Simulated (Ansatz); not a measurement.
Ansatz (a program for electronic structure) input (MP2/6-31G* with LANL2DZ past Ar): The .json file joins the Basis Set Exchange's 6-31G* for atoms up to Ar and LANL2DZ past it.

Ansatz 0.2 input:
```yaml
crystal:
  periodic: [false, false, false]
  atoms:
    - {symbol: Zn, position_ang: [-0.00008980, 0.00825935, 0.00149559]}
    - {symbol: O, position_ang: [1.15322027, 0.17235594, -1.33933898]}
    - {symbol: H, position_ang: [1.89052631, 0.76562089, -1.16732344]}
    - {symbol: O, position_ang: [-1.15147916, -0.33250027, 1.31034033]}
    - {symbol: H, position_ang: [-1.90176129, 0.26775330, 1.35444500]}
basis:
  gaussian:
    orbitals: 6-31Gs+LANL2DZ.json
total_charge: 1
magnetization: {spin_polarized: true, initial_magnetization: 1}
correlation: {method: mp2, electrons: outside_noble_gas}
```

Question: What final total energy does it give?

Answer: -214.58742 Eh.
